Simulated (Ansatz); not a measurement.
`CO[SiH](F)O[SiH3]` + `[SiH3]C[SiH2][SeH]` → `F[SiH]([SeH])O[SiH3]` + `CO[SiH2]C[SiH3]`  (redistribution)

Calculated with Ansatz (gas phase, PBE0-D4/def2-TZVP geometries, no zero-point term in ΔE). CCSD(T)/CBS is the MP2 limit (def2-TZVPP, def2-QZVPP) plus CCSD(T) − MP2 in def2-TZVPP, frozen cores. Functionals use def2-TZVPP. For Se outer-core shells are correlated without core-valence functions, which leaves a few kJ/mol of doubt a bond. Scalar relativity is left out up to krypton. One conformer a species, not always the lowest.

`CO[SiH](F)O[SiH3]`:

```xyz
13

C    -1.070    2.024   -0.778
O    -0.487    0.918   -0.121
Si   -0.585   -0.626   -0.605
F    -0.036   -0.747   -2.094
O     0.328   -1.512    0.379
Si    1.590   -1.476    1.431
H    -2.151    1.895   -0.896
H    -0.892    2.911   -0.169
H    -0.622    2.177   -1.764
H    -1.967   -1.131   -0.622
H     1.995   -2.878    1.692
H     1.168   -0.832    2.700
H     2.728   -0.724    0.846
```

`[SiH3]C[SiH2][SeH]`:

Z-matrix (Å, degrees):
```
Si
C 1 1.878
H 1 1.484 2 110.7
H 1 1.489 2 109.9 3 119.8
H 1 1.487 2 110.3 3 -120.8
Si 2 1.865 1 114.3 3 79.3
H 2 1.096 1 109.2 3 -160.0
H 2 1.095 1 109.0 3 -43.6
Se 6 2.284 2 112.5 1 -47.4
H 6 1.485 2 110.5 1 67.5
H 6 1.486 2 110.8 1 -171.1
H 9 1.470 6 93.2 2 -62.0
```

`F[SiH]([SeH])O[SiH3]`:

Z-matrix (Å, degrees):
```
Si
Se 1 2.265
O 1 1.615 2 112.5
F 1 1.589 2 110.3 3 -119.1
H 1 1.474 2 107.8 3 122.6
H 2 1.470 1 91.9 3 60.2
Si 3 1.645 1 144.4 2 4.8
H 7 1.485 3 109.9 1 -50.9
H 7 1.481 3 107.4 1 -170.5
H 7 1.483 3 109.9 1 69.8
```

`CO[SiH2]C[SiH3]`:

```xyz
15

C    -0.842    0.375    2.851
O    -0.266   -0.291    1.753
Si   -0.234    0.363    0.244
C     0.614   -0.844   -0.881
Si    0.760   -0.293   -2.664
H    -1.909    0.569    2.690
H    -0.737   -0.262    3.732
H    -0.342    1.329    3.052
H     0.496    1.664    0.270
H    -1.625    0.634   -0.222
H     0.066   -1.792   -0.850
H     1.619   -1.038   -0.489
H    -0.587   -0.061   -3.249
H     1.453   -1.327   -3.479
H     1.535    0.973   -2.756
```

```csv
level,ΔE (kJ/mol)
PBE-D4,25.5
r2SCAN-D4,27.3
PBE0-D4,28.3
ωB97M-V,27.6
r2SCAN,26.9
MP2/def2-TZVPP,29.2
CCSD(T)/def2-TZVPP,29.5
HF/def2-QZVPP,30.6
```

Question: What does CCSD(T)/CBS give? (An estimate is asked.)

Answer: The calculation gave: +28.8 kJ/mol. The listed levels differ from it by -3.3, -1.5, -0.5, -1.2, -1.9, 0.4, 0.7, 1.8 kJ/mol.

Largest T1 diagnostic among the species: 0.011.
